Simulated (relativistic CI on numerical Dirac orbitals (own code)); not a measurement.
# Radial parameters of Ce48+

These numbers are calculated, not measured: Dirac-Coulomb-Breit CI, KLI orbitals optimised for each configuration, model QED (radiative potential, 1s self-energy scaled to tabulated hydrogen-like ionisation energies), unscaled Slater integrals (own radial code, finite nucleus).

Slater integrals F^k, G^k are unscaled and averaged over j, outside the closed core 1s2; ζ comes from projecting the Hamiltonian with its Breit term on Σ l·s of the shell.

- 2s²2p⁵3s: ζ(2p) = 2.4678e+06, G^1(2p,3s) = 110810 cm⁻¹; <r>(2p) = 0.0894, <r^2>(2p) = 0.009718, <r>(3s) = 0.244, <r^2>(3s) = 0.06786 (bohr units).
- 2s²2p⁵3p: ζ(2p) = 2.4668e+06, F^2(2p,3p) = 291300, G^0(2p,3p) = 115460, G^2(2p,3p) = 127300, ζ(3p) = 663330 cm⁻¹; <r>(2p) = 0.08944, <r^2>(2p) = 0.009729, <r>(3p) = 0.2356, <r^2>(3p) = 0.06414 (bohr units).
- 2s²2p⁵3d: ζ(2p) = 2.4689e+06, F^2(2p,3d) = 385370, G^1(2p,3d) = 366500, G^3(2p,3d) = 212120, ζ(3d) = 93862 cm⁻¹; <r>(2p) = 0.08945, <r^2>(2p) = 0.009732, <r>(3d) = 0.2059, <r^2>(3d) = 0.04872 (bohr units).

Averages of the first 10 configurations, taken without configuration mixing, which lowers the lowest level and can move excited configurations by several eV; other configurations of the list can lie among them:

| Configuration | Parity | States | Average energy above the lowest level (eV) |
| --- | --- | --- | --- |
| 2s²2p⁶ | even | 1 | 0.1 |
| 2s²2p⁵3s | odd | 12 | 5083.2 |
| 2s²2p⁵3p | even | 36 | 5269.5 |
| 2s²2p⁵3d | odd | 60 | 5452.6 |
| 2s2p⁶3s | even | 4 | 5734.3 |
| 2s2p⁶3p | odd | 12 | 5916.8 |
| 2s2p⁶3d | even | 20 | 6099.6 |
| 2s²2p⁵4s | odd | 12 | 6940.1 |
| 2s²2p⁵4p | even | 36 | 7016.8 |
| 2s²2p⁵4d | odd | 60 | 7088.5 |
